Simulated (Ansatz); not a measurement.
Two members of one family (Series SiEtX3), computed with Ansatz in the gas phase. The two geometries come from different levels. A negative affinity means that the extra electron isn't bound at that geometry and level; within about 0.2 eV of zero the sign isn't settled. Binding counts from free atoms in the multiplicity of their measured ground term, without zero-point energy. Sets without diffuse functions give affinities that are too small. A dash marks a value that wasn't run or was left out as unsound. The structures are stationary points that may keep the symmetry of their start. Remarks come from the PBE and PBE0 runs and from stability tests at other levels; not every state was tested. A HOMO above zero means that the electron is unbound at that level and held by the basis, or that self-interaction error raises the level; the energy of removing that electron tells which. HOMO above LUMO (over both spins in singlets and doublets, within one spin in higher multiplets; at PBE or PBE0), or a gap under 0.15 eV within one spin, warns that the state may not be the lowest or that an electron is smeared out.

First: SiEt(NCO)3 (singlet, charge 0, r2SCAN-D4/def2-SVP geometry).

```xyz
17

Si   -0.069    0.460   -0.251
C     0.500   -0.177    1.391
C     0.467   -1.704    1.515
H    -0.132    0.295    2.165
H     1.521    0.209    1.560
H     0.812   -2.034    2.507
H    -0.553   -2.096    1.372
H     1.113   -2.184    0.763
N    -1.684   -0.022   -0.559
C    -2.797   -0.367   -0.856
O    -3.885   -0.704   -1.132
N     0.915   -0.157   -1.511
C     1.542   -0.584   -2.443
O     2.163   -1.004   -3.343
N     0.000    2.168   -0.304
C     0.028    3.366   -0.397
O     0.059    4.534   -0.475
```

```csv
level,HOMO (eV),LUMO (eV),gap (eV),vertical IE (eV),vertical EA (eV),vertical triplet (eV),binding per atom (eV)
PBE-D4/def2-SVP,-7.20,-0.84,6.36,–,–,–,5.30
PBE-D4/def2-TZVP,-7.39,-1.09,6.30,9.79,-1.05,6.12,5.25
r2SCAN-D4/def2-TZVP,-7.71,-0.81,6.91,–,–,6.36,5.03
PBE0-D4/def2-SVP,-8.68,0.09,8.77,–,–,–,5.10
PBE0-D4/def2-TZVP,-8.80,-0.11,8.69,10.46,-1.37,–,5.05
```

Remarks: gap within one spin near zero at PBE or PBE0 (+1 doublet), HOMO above zero (-1 doublet), gap within one spin near zero at PBE or PBE0 (-1 doublet).

Second: SiEt(NHMe)3 (singlet, charge 0, PBE-D4/def2-SVP geometry).

```
atom   x (Å)   y (Å)   z (Å)
 Si1  -0.031   0.014  -0.070
  C2   1.842  -0.023   0.225
  C3   2.226  -0.680   1.558
  H4   2.196   1.031   0.196
  H5   2.352  -0.529  -0.625
  H6   3.319  -0.651   1.745
  H7   1.727  -0.170   2.408
  H8   1.905  -1.742   1.593
  N9  -1.027   0.723   1.177
 C10  -1.158   2.140   1.450
 H11  -1.274   0.116   1.962
 H12  -0.530   2.500   2.301
 H13  -0.843   2.708   0.550
 H14  -2.211   2.434   1.672
 N15  -0.611  -1.639  -0.072
 C16   0.018  -2.758  -0.743
 H17  -1.625  -1.740   0.021
 H18  -0.277  -2.887  -1.814
 H19   1.121  -2.637  -0.732
 H20  -0.196  -3.722  -0.228
 N21  -0.254   1.029  -1.478
 C22  -1.527   1.267  -2.129
 H23   0.559   1.197  -2.074
 H24  -1.735   0.588  -2.993
 H25  -2.346   1.118  -1.395
 H26  -1.621   2.312  -2.504
```

What does the change do? Estimate second minus first.


```csv
level,Δ HOMO (eV),Δ LUMO (eV),Δ gap (eV),Δ vertical IE (eV),Δ vertical EA (eV),Δ vertical triplet (eV),Δ binding per atom (eV)
PBE-D4/def2-SVP,2.68,1.42,-1.26,–,–,–,-1.27
PBE-D4/def2-TZVP,2.63,1.08,-1.55,-2.45,-0.51,-1.21,-1.23
r2SCAN-D4/def2-TZVP,2.69,1.44,-1.26,–,–,-1.06,-1.10
PBE0-D4/def2-SVP,2.75,1.36,-1.39,–,–,–,-1.12
PBE0-D4/def2-TZVP,2.68,0.90,-1.78,-2.64,-0.54,–,-1.09
```

Remarks: gap within one spin near zero at PBE or PBE0 (+1 doublet), HOMO above zero (-1 doublet), gap within one spin near zero at PBE or PBE0 (triplet).
